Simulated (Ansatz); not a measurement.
`N[SiH2][SiH2]CO` + `N=C[SiH2]O` → `OC[SiH2][SiH2]O` + `N=C[SiH2]N`  (redistribution)

Program: Ansatz. Geometries: PBE0-D4/def2-TZVP. ΔE: electronic, gas phase. CBS: MP2 limit from def2 TZ/QZ plus the TZ coupled-cluster correction, frozen cores. Functionals use def2-TZVPP. One conformer a species, not always the lowest.

Question: Is it downhill or uphill in electronic energy at CCSD(T)/CBS, and by how much? (Best estimate.)

Answer: The calculation gave: Uphill: ΔE = +8.2 kJ/mol.

Question: What do these levels give: ωB97X-V, B2PLYP, PBE, CCSD(T)/def2-TZVPP, SCS-MP2/def2-QZVPP, HF/CBS(def2)? (Best estimate.)

Answer: The calculation gave: ωB97X-V 8.3, B2PLYP 7.9, PBE 10.6, CCSD(T)/def2-TZVPP 8.7, SCS-MP2/def2-QZVPP 6.9, HF/CBS(def2) 1.7 kJ/mol.

Largest T1 diagnostic among the species: 0.012.

In def2-TZVPP, CCSD(T) changes the Hartree–Fock value by +6.6 kJ/mol (the triples alone add +1.4 kJ/mol) and MP2 by +6.8 kJ/mol.
